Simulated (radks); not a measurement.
Removal energies from neutral indium, [Kr] 4d10 5s2 5p(1/2: 1, 3/2: 0), by Delta-SCF beside the eigenvalue of the level emptied. All-electron calculation, Dirac Kohn-Sham, BLYP, spin-unpolarised, spherical densities, finite nucleus; Fermi nuclear charge, rms radius of each element as measured or else 0.836 A^(1/3) + 0.57 fm. Program: a radial shooting solver on a logarithmic mesh with Libxc functionals. Sub-shells are occupied by j as written (lower j first in brackets).

removed from                             final configuration  Delta-SCF (eV)  -eigenvalue (eV)
5p1/2                                          [Kr] 4d10 5s2           5.566             2.585
5s1/2                       [Kr] 4d10 5s1 5p(1/2: 1, 3/2: 0)          11.831             8.041
4d5/2         [Kr] 4d(3/2: 4, 5/2: 5) 5s2 5p(1/2: 1, 3/2: 0)          24.371            17.899
4d3/2         [Kr] 4d(3/2: 3, 5/2: 6) 5s2 5p(1/2: 1, 3/2: 0)          25.287            18.760
